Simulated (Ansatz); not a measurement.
Computed with Ansatz on PBE0-D4/def2-TZVP structures; ΔE is electronic, products minus reactants. CCSD(T)/CBS adds triple-zeta CCSD(T) − MP2 to the extrapolated MP2 energy (def2 sets, frozen cores). Functionals use def2-TZVPP. B3LYP here is the variant with VWN-RPA as its local correlation; programs differ in this. For V outer-core shells are correlated without core-valence functions, which leaves a few kJ/mol of doubt a bond. Scalar relativity is left out up to krypton. Each species was taken in one conformer, which may not be the lowest.

Reaction (substitution at a C–N bond): `C[N]=[V]([F])([F])[F]` + `FCN[SiH3]` → `CN([SiH3])CF` + `[NH]=[V]([F])([F])[F]`

| level | ΔE (kcal/mol) | difference from CCSD(T)/CBS |
| --- | --- | --- |
| PBE-D4 | 10.4 | 0.2 |
| r2SCAN-D4 | 10.5 | 0.3 |
| PBE0-D4 | 10.5 | 0.3 |
| B3LYP-D4 | 10.6 | 0.4 |
| ωB97X-V | 9.1 | -1.1 |
| ωB97M-V | 8.9 | -1.3 |
| B2PLYP | 12.5 | 2.3 |
| PBE | 11.2 | 1.0 |
| r2SCAN | 10.7 | 0.5 |
| PBE0 | 11.1 | 0.9 |
| B3LYP | 11.8 | 1.6 |
| HF/def2-TZVPP | 11.5 | 1.3 |
| MP2/def2-TZVPP | 14.4 | 4.2 |
| SCS-MP2/def2-TZVPP | 13.9 | 3.7 |
| CCSD/def2-TZVPP | 10.5 | 0.3 |
| CCSD(T)/def2-TZVPP | 9.8 | -0.4 |
| HF/def2-QZVPP | 11.4 | 1.2 |
| MP2/def2-QZVPP | 14.6 | 4.4 |
| SCS-MP2/def2-QZVPP | 14.1 | 3.9 |
| HF/CBS(def2) | 11.4 | 1.2 |
| MP2/CBS(def2) | 14.8 | 4.6 |
| CCSD/CBS(def2) | 10.9 | 0.7 |
| CCSD(T)/CBS | 10.2 | 0 |

Largest T1 diagnostic among the species: 0.029, so the coupled-cluster value is less sure than usual.

The D4 term adds −1.2 kcal/mol with B3LYP and −0.6 kcal/mol with PBE0; it sums over pairs of atoms, weighted by their polarisabilities, and B3LYP, whose exchange is more repulsive, gets the larger term.
